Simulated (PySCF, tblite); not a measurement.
Isomers of C7H10F3P. Computed with GFN2-xTB (tblite): harmonic, unscaled wavenumbers at the GFN2-xTB geometry, gas phase. Against measured fundamentals such values can be off by several per cent, at times by over 20. One conformer each.

Electronic energies: PBE0/pcSseg-1 single points on the GFN2-xTB geometries (PySCF, gas phase).

| SMILES | electronic energy, lowest = 0 (kJ/mol) |
| --- | --- |
| CC1=CCP(CC(F)(F)F)C1 | 0.0 |
| CC#CP(C(C)C)C(F)(F)F | 170.8 |
| C=CP(CC(F)(F)F)C1CC1 | 136.4 |

**Question.** How do GFN2-xTB zero-point energies change the relative energies?

**Answer.** 
| SMILES | ZPE (kJ/mol) | of it from modes above 1550 cm⁻¹ | electronic (kJ/mol) | with ZPE, lowest = 0 (kJ/mol) | lowest mode (cm⁻¹) | rings |
| --- | --- | --- | --- | --- | --- | --- |
| CC1=CCP(CC(F)(F)F)C1 | 407.6 | 189.2 | 0.0 | 0.0 | 20 | 1 |
| C=CP(CC(F)(F)F)C1CC1 | 402.7 | 192.2 | 136.4 | 131.5 | 19 | 1 |
| CC#CP(C(C)C)C(F)(F)F | 402.0 | 193.8 | 170.8 | 165.2 | 25 | 0 |

The zero-point energies span 5.6 kJ/mol, from `CC#CP(C(C)C)C(F)(F)F` to `CC1=CCP(CC(F)(F)F)C1`. The order is unchanged.

**Question.** And how do the electronic energies of GFN2-xTB itself compare?

**Answer.** `CC1=CCP(CC(F)(F)F)C1` 0.0; `C=CP(CC(F)(F)F)C1CC1` 143.3; `CC#CP(C(C)C)C(F)(F)F` 151.0 kJ/mol, lowest = 0. Against the energies above, taken from the same isomer `CC1=CCP(CC(F)(F)F)C1`, the largest difference is 19.8 kJ/mol.
